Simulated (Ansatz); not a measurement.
ClH5N3Ta, SMILES `[NH]=[Ta]([NH2])([NH2])[Cl]`, charge 0, multiplicity 1.

Question: Give a relaxed structure at PBE0-D4/def2-TZVP (Ansatz). (Estimate.)

Answer: Ansatz gave: 
```xyz
10

N     0.1901   -1.7151    0.6678
Ta   -0.1170   -0.3106   -0.3496
N     1.5960    0.6754   -0.4250
N    -1.5259    0.7205    0.5798
Cl   -0.8214   -0.8477   -2.5143
H     0.3270   -2.5967    1.1330
H     2.4528    0.3971    0.0269
H     1.7106    1.5824   -0.8562
H    -1.9654    0.4610    1.4489
H    -1.8467    1.6339    0.2887
```
Point group Cs.
This is one stationary point; other conformers may exist.
